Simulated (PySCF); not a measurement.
Vertical excitations of a molecule C3H7BFN from TDA-PBE/def2-SVPD in PySCF, as energy in eV (oscillator strength): 5.95 (0.001), 6.05 (0.167), 6.21 (0.000), 6.61 (0.311), 6.82 (0.017), 6.94 (0.008), 7.17 (0.012), 7.21 (0.006), 7.22 (0.026), 7.77 (0.007). Lowest triplet (TDA): 3.93 eV. The structure is a stationary point at B3LYP-D3(BJ)/def2-SVP. One conformer was computed; it need not be the lowest.

Problem. Identify the compound among the candidates.
A. C/N=C/B(C)F
B. C=C(C)B(N)F
C. C/C=N/B(C)F
D. NB1CC(F)C1

Solution. B, C=C(C)B(N)F
